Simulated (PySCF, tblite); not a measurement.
Compound: C6H6O2.
Bonds: C1–C2 (double), C2–C3, C3–C4 (aromatic), C4–C5 (aromatic), C5–C6 (aromatic), C6–O7, C6–O8 (aromatic), C3–O8 (aromatic). Hydrogens: H9, H10 on C1; H11 on C2; H12 on C4; H13 on C5; H14 on O7.

The geometry is computed with GFN2-xTB (gas phase).

(1) Give the optimised bond lengths and angles.

## Answers

(1) 
| bond | length (bohr) |
| --- | --- |
| C1=C2 | 2.515 |
| C2–C3 | 2.714 |
| C3–C4 | 2.590 |
| C4–C5 | 2.672 |
| C5–C6 | 2.578 |
| C6–O7 | 2.535 |
| C6–O8 | 2.537 |
| C3–O8 | 2.591 |
| C1–H9 | 2.034 |
| C1–H10 | 2.032 |
| C2–H11 | 2.043 |
| C4–H12 | 2.024 |
| C5–H13 | 2.020 |
| O7–H14 | 1.825 |

A selection of angles:
| angle | degrees |
| --- | --- |
| C1–C2–C3 | 124.8 |
| C2–C3–C4 | 130.7 |
| C2–C3–O8 | 120.3 |
| C4–C3–O8 | 109.0 |
| C3–C4–C5 | 107.3 |
| C4–C5–C6 | 105.3 |
| C5–C6–O7 | 130.2 |
| C5–C6–O8 | 111.5 |
| O7–C6–O8 | 118.3 |
| C3–O8–C6 | 106.9 |
| H14–O7–C6 | 108.8 |

Torsions: C1–C2–C3–C4 180° (antiperiplanar); H14–O7–C6–C5 180° (antiperiplanar).

The C–C distances run from 1.331 Å (C1=C2, drawn double) to 1.436 Å (C2–C3, drawn single), a spread of 0.105 Å. The 5-membered ring C3–C4–C5–C6–O8 has internal angles of 105.3° to 111.5° (sum 540°, against 540° for a flat polygon); it is planar, 0.00 Å rms from its mean plane, widest ring torsion 0°. The 8 heavy atoms lie in one plane (0.001 Å rms). The 3 C–O bonds span 1.341 Å (C6–O7, drawn single) to 1.371 Å (C3–O8, aromatic), a spread of 0.030 Å. Of the pairs four or more bonds apart, O8···H9 is among the closest relative to their van der Waals radii: 2.61 Å, 96 % of the sum of Bondi's values. O8 (furan-type oxygen) is bent (angle 106.9°).

Point group: Cs (every atom within 0.08 Å of its image). Its GFN2-xTB frequencies are all real (lowest 113 cm⁻¹). The numbers are those of one conformer (C1–C2–C3–C4 180°, C5–C6–O7–H 180°).
